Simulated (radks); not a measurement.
Results of a calculation; reference values are marked as such.
Species: V III. Configuration: [Ar] 3d3. Level of theory: Dirac Kohn-Sham, BLYP, spin-unpolarised, spherical densities, point nucleus; open shells fill j = l - 1/2 first (a radial shooting solver on a logarithmic mesh with Libxc functionals).

Radial electron density D(r) = 4 pi r^2 rho(r):

```
   r/bohr * D(r) (the largest magnitude, 29.6, reaches the edge; | marks zero)
 0.005179 |   *
 0.006584 |     *
 0.008437 |         *
  0.01081 |             *
  0.01374 |                   *
  0.01761 |                          *
  0.02257 |                                  *
  0.02892 |                                          *
  0.03677 |                                                *
  0.04712 |                                                  *
  0.06038 |                                               *
  0.07737 |                                          *
  0.09836 |                                      *
    0.126 |                                        *
   0.1615 |                                                *
    0.207 |                                                      *
   0.2631 |                                                  *
   0.3372 |                                   *
   0.4321 |                    *
   0.5493 |                *
   0.7039 |                    *
    0.902 |                    *
    1.156 |              *
    1.469 |       *
    1.883 |  *
    2.413 |*
    3.092 *
    3.931 *
    5.037 *
```

D(r) has 3 maxima, at r = 0.0460, 0.215, 0.819 bohr, and minima at 0.103, 0.532 bohr, inside which lie 2.13, 10.50 electrons.
